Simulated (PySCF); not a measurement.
CCl₂F, SMILES F[C](Cl)Cl (connectivity only; charge and spin as stated), charge +1, multiplicity 1. Atoms are numbered in the order given.

```xyz
4

F      0.0000     0.0000     1.5683
C      0.0000     0.0000     0.3030
Cl     0.0000     1.4517    -0.4686
Cl     0.0000    -1.4517    -0.4686
```
Charge +1, spin multiplicity 1.

Geometry optimised at B3LYP-D3(BJ)/def2-SVP. The spin state was assumed, not searched. The isomer is the one that the SMILES or the coordinates give; other isomers of the formula were not compared.

Calculation: SMD-B3LYP/def2-SVP (PySCF).

Solvation free energies are E(SMD) − E(gas) at the gas-phase geometry, for 1 M in both phases.

| solvent | ΔG(solv) (kcal/mol) | its non-electrostatic (CDS) part |
|---|---|---|
| water | -55.0 | 2.7 |
| N,N-dimethylformamide | -56.8 | 0.0 |
| tetrahydrofuran | -50.6 | -0.4 |
